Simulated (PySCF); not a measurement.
PySCF input (TPSSh/def2-TZVPD):

```python
from pyscf import gto, scf, dft

mol = gto.M(
    atom='''
    Al   -0.82832125   -0.71720851   -0.81811482
    Br    0.01754099    1.64283823   -1.03351702
    Br    0.29012119   -1.37644650    1.33738824
    ''',
    basis='def2-tzvpd',
    charge=-1,
    spin=0,
    verbose=4,
)

mf = dft.RKS(mol, xc='tpssh').density_fit(auxbasis='def2-universal-jkfit')
mf.grids.level = 3
mf.conv_tol = 1e-9
mf.max_cycle = 100
mf.max_memory = 1500
mf.kernel()
if not mf.converged:
    mf = mf.newton()
    mf.kernel(mf.make_rdm1())
mf.analyze()
```

End of the output:

```
Extra cycle  E= -5390.77491748729  delta_E=    0  |g|= 2.09e-06  |ddm|= 8.76e-06
converged SCF energy = -5390.77491748729
**** SCF Summaries ****
Total Energy =                       -5390.774917487286984
Nuclear Repulsion Energy =             359.810391281385080
One-electron Energy =                -8236.506621652031754
Two-electron Energy =                 2485.921312883360315
Two-electron Coulomb Energy =         2687.231892603568667
DFT Exchange-Correlation Energy =     -201.310579720208409
HOMO-LUMO gap [eV] =                     3.309720823953886
**** MO energy ****
MO #1   energy= -482.359106571353  occ= 2
MO #2   energy= -482.359088632673  occ= 2
MO #3   energy= -62.0733154280746  occ= 2
MO #4   energy= -62.0732988176886  occ= 2
MO #5   energy= -55.8579512678027  occ= 2
MO #6   energy= -55.8579345221458  occ= 2
MO #7   energy= -55.8572557788485  occ= 2
MO #8   energy= -55.8572391273517  occ= 2
MO #9   energy= -55.856921885155   occ= 2
MO #10  energy= -55.856904902712   occ= 2
MO #11  energy= -55.7585884931039  occ= 2
MO #12  energy= -8.41960941156701  occ= 2
MO #13  energy= -8.41959228785957  occ= 2
MO #14  energy= -6.23557262596665  occ= 2
MO #15  energy= -6.2355598035384   occ= 2
MO #16  energy= -6.23338999725801  occ= 2
MO #17  energy= -6.23337332936494  occ= 2
MO #18  energy= -6.23237767725522  occ= 2
MO #19  energy= -6.23235655851666  occ= 2
MO #20  energy= -3.92574845217187  occ= 2
MO #21  energy= -2.47024001669045  occ= 2
MO #22  energy= -2.46819815048753  occ= 2
MO #23  energy= -2.46640100289602  occ= 2
MO #24  energy= -2.36022223170594  occ= 2
MO #25  energy= -2.36021897739935  occ= 2
MO #26  energy= -2.35971891301713  occ= 2
MO #27  energy= -2.35969785473475  occ= 2
MO #28  energy= -2.35895901338913  occ= 2
MO #29  energy= -2.3589240680114   occ= 2
MO #30  energy= -2.35722185732167  occ= 2
MO #31  energy= -2.35721093818595  occ= 2
MO #32  energy= -2.35716301256362  occ= 2
MO #33  energy= -2.35714624454172  occ= 2
MO #34  energy= -0.550621454888442 occ= 2
MO #35  energy= -0.543497786628199 occ= 2
MO #36  energy= -0.201536486590273 occ= 2
MO #37  energy= -0.141136392188747 occ= 2
MO #38  energy= -0.119382232311851 occ= 2
MO #39  energy= -0.118041237845612 occ= 2
MO #40  energy= -0.10633756234208  occ= 2
MO #41  energy= -0.0955722254364062 occ= 2
MO #42  energy= -0.0332193839490245 occ= 2
MO #43  energy= 0.0884106139320568 occ= 0
MO #44  energy= 0.115678402350248  occ= 0
MO #45  energy= 0.119151154125933  occ= 0
MO #46  energy= 0.129774372663322  occ= 0
MO #47  energy= 0.146387800967543  occ= 0
MO #48  energy= 0.146547690547934  occ= 0
MO #49  energy= 0.157676413163751  occ= 0
MO #50  energy= 0.160717092156362  occ= 0
MO #51  energy= 0.164227628208049  occ= 0
MO #52  energy= 0.169575104898774  occ= 0
MO #53  energy= 0.20033140748677   occ= 0
MO #54  energy= 0.217214329908135  occ= 0
MO #55  energy= 0.219122224091852  occ= 0
MO #56  energy= 0.226093605224509  occ= 0
MO #57  energy= 0.239650340311538  occ= 0
MO #58  energy= 0.26931689419656   occ= 0
MO #59  energy= 0.270229662520426  occ= 0
MO #60  energy= 0.275977510503664  occ= 0
MO #61  energy= 0.295353431821065  occ= 0
MO #62  energy= 0.300523301008487  occ= 0
MO #63  energy= 0.306109839829392  occ= 0
MO #64  energy= 0.31453216054332   occ= 0
MO #65  energy= 0.320142741758233  occ= 0
MO #66  energy= 0.32221153339367   occ= 0
MO #67  energy= 0.325222322881577  occ= 0
MO #68  energy= 0.337413510431562  occ= 0
MO #69  energy= 0.353265336201968  occ= 0
MO #70  energy= 0.397872350967625  occ= 0
MO #71  energy= 0.406976733231749  occ= 0
MO #72  energy= 0.422744648148646  occ= 0
MO #73  energy= 0.422986703603705  occ= 0
MO #74  energy= 0.446989575414189  occ= 0
MO #75  energy= 0.473272703573312  occ= 0
MO #76  energy= 0.475474546658782  occ= 0
MO #77  energy= 0.488573898000514  occ= 0
MO #78  energy= 0.498122320642018  occ= 0
MO #79  energy= 0.55010477858728   occ= 0
MO #80  energy= 0.551421006732005  occ= 0
MO #81  energy= 0.56873824210872   occ= 0
MO #82  energy= 0.601498775741884  occ= 0
MO #83  energy= 0.611977636407002  occ= 0
MO #84  energy= 0.620608369786329  occ= 0
MO #85  energy= 0.622868124731395  occ= 0
MO #86  energy= 0.625682104532391  occ= 0
MO #87  energy= 0.629789655472488  occ= 0
MO #88  energy= 0.641669342264631  occ= 0
MO #89  energy= 0.651722980926481  occ= 0
MO #90  energy= 0.662632408061667  occ= 0
MO #91  energy= 0.672723720594385  occ= 0
MO #92  energy= 0.709452045839015  occ= 0
MO #93  energy= 0.761041496054427  occ= 0
MO #94  energy= 0.794387521595649  occ= 0
MO #95  energy= 0.926626055665031  occ= 0
MO #96  energy= 0.949346381326432  occ= 0
MO #97  energy= 0.965113502237989  occ= 0
MO #98  energy= 0.965978299509639  occ= 0
MO #99  energy= 0.974424226625348  occ= 0
MO #100 energy= 0.986976768358408  occ= 0
MO #101 energy= 1.03034914901636   occ= 0
MO #102 energy= 1.04646692985773   occ= 0
MO #103 energy= 1.05533434318086   occ= 0
MO #104 energy= 1.09463271362403   occ= 0
MO #105 energy= 1.12681023698462   occ= 0
MO #106 energy= 1.14549851360382   occ= 0
MO #107 energy= 1.18457750671857   occ= 0
[...]
```
